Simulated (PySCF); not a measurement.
Relaxation of singlet TeSe3

Level of theory: PBE0/[Te def2-SVP with ECP28, Se def2-SVP], scalar-relativistic core potentials, density fitting, no spin–orbit coupling, PySCF. A (50,194) grid was used.

A start displaced from a saddle point along its imaginary mode, with no symmetry imposed:

```xyz
4
charge 0 multiplicity 1, angstrom
Te   -0.0032    0.1112   -0.8268
Se    2.1031   -0.2499    0.4501
Se   -1.2133    1.8639    0.3838
Se   -0.8846   -1.7946    0.5100
```

Question: What forces act on the atoms at the start (eV/Å)?

Answer: 
| atom | Fx | Fy | Fz |
| --- | --- | --- | --- |
| Te1 | -0.42 | 0.53 | 0.03 |
| Se2 | -0.40 | -0.60 | 0.16 |
| Se3 | 0.04 | -0.08 | -0.26 |
| Se4 | 0.78 | 0.15 | 0.07 |

Question: What does it relax to?

Answer: It ends at C1 with Se–Se 2.388 Å, Te–Se 2.359 Å, Te–Se 2.609 Å (×2); Se–Se–Te 62.8° (×2), Se–Te–Se 54.5°, Se–Te–Se 112.8°, Se–Te–Se 113.6°. No frequency check is given, so it may be a saddle point. Other isomers or separated fragments may lie lower.

Question: How much energy is released, and in how many steps?

Answer: 194.9 kJ/mol in 9 steps.

The relaxation took about 5 core-minutes on a shared host.
